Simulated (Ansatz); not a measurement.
Energy needed to pull apart CH$_{3}$AlSe (SMILES [CH2]1[AlH][Se]1), singlet, into free ground-state atoms, from the structure below (displaced at random from a GFN2-xTB minimum); no zero-point or spin–orbit terms; open-shell atoms are treated unrestricted, in their ground-state multiplicity.

C1  (-0.274, 0.018, -0.770)
Al2  (0.264, 0.387, 1.059)
Se3  (0.499, -1.728, 0.334)
H4  (-1.292, -0.281, -1.117)
H5  (0.388, 0.098, -1.673)
H6  (0.387, 1.482, 2.131)
(Å)

Computed with Ansatz 0.2.0 (basis: def2-TZVPP); correlated methods freeze the cores. Filled d shells of the heavier atoms are correlated. The def2 sets are not built for correlating such inner shells, so the correlated values are less sure here.

```csv
method,atomization energy (kcal/mol)
SPW92,502.8
PBE-D4,447.6
r2SCAN-D4,444.2
B97M-V,444.4
PBE0-D4,?
wB97M-V,437.5
HF,309.0
MP2,?
CCSD,418.6
CCSD(T),427.9
```

Problem. What does MP2 give? (Judge from chemistry; the value comes from the calculation.)

Solution. By the calculation: 434.3 kcal/mol, which is about 6.4 kcal/mol more than CCSD(T)/def2-TZVPP.

Problem. What does PBE0-D4 give? (Judge from chemistry; the value comes from the calculation.)

Solution. The calculation gives: 439.2 kcal/mol, which is about 11.2 kcal/mol more than CCSD(T)/def2-TZVPP.

In triple zeta the MP2 and coupled-cluster atomization energies are still short of their basis limit by a few kcal/mol a bond, whereas those of the functionals are nearly converged, so these differences are not deviations from converged CCSD(T).

The T1 diagnostic stays at or below 0.013.

For scale, one of the runs: CCSD(T)/def2-TZVPP forces, 163 basis functions (an equivalent command: `ansatz run in.yaml --threads 4`). The run took 120 s on 4 CPU threads (shared host), with 2.2 GiB of host memory at its peak.
